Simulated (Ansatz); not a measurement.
A structure relaxed at PBE0-D4/def2-TZVP, charge 0, multiplicity 1:

```xyz
11

C     0.789   -0.913    0.827
C    -0.398   -0.135    0.313
C    -0.103    1.258   -0.378
Al   -1.089    0.040   -1.464
H     0.499   -1.914    1.157
H     1.557   -1.039    0.057
H     1.267   -0.406    1.675
H    -1.164   -0.021    1.085
H     0.953    1.393   -0.620
H    -0.484    2.141    0.131
H    -1.827   -0.405   -2.784
```

Question: Give its formula and SMILES.

Answer: C3H7Al, `C[CH]1[CH2][AlH]1`.

Question: Summarise the bond lengths by kind.

Answer: 2 × C–C 1.509 to 1.582 Å; 6 × C–H 1.088 to 1.098 Å; 2 × Al–C 1.906 to 1.915 Å; 1 × Al–H 1.576 Å.

Computed with Ansatz.
